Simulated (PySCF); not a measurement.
AlH6NO2Si, SMILES [OH][Al]([SiH2]N)[OH].

Geometry: B3LYP-D3(BJ)/def2-SVP. The structure was generated by enumeration; whether it is a known compound was not checked. Other conformers were not sampled.

Two levels are set side by side: TDA-PBE/def2-SVPD (PySCF) and TDA-CAM-B3LYP/def2-SVPD (PySCF). Vertical, same geometry. The lowest singlet is HOMO→LUMO 75 %, HOMO→LUMO+1 24 % with PBE and HOMO→LUMO+1 42 %, HOMO→LUMO+2 30 %, HOMO→LUMO 21 % with the other functional; states are paired by order. Differences are taken from unrounded values.

| quantity | TDA-PBE |
|---|---|
| lowest singlet excitation (eV) | 4.57 |
| lowest triplet excitation (TDA) (eV) | 4.37 |
| first bright state (f over 0.05) (eV) | 5.85 |
| its oscillator strength | 0.17 |

Q: These are the TDA-PBE values. What does TDA-CAM-B3LYP give? (The exact figures need the calculation; the answer reports its results.)

A: 
```tsv
quantity	TDA-CAM-B3LYP	TDA-PBE minus TDA-CAM-B3LYP
lowest singlet excitation (eV)	5.79	-1.22
lowest triplet excitation (TDA) (eV)	5.06	-0.69
first bright state (f over 0.05) (eV)	6.45	-0.61
its oscillator strength	0.09	0.08
```

Functionals without exact exchange tend to place singlet excitations lower, as here. Differences between two approximate levels are no errors against the true value.

Rough cost on one machine, each run with all the roots and properties that it gave: TDA-CAM-B3LYP against TDA-PBE about 4 times.
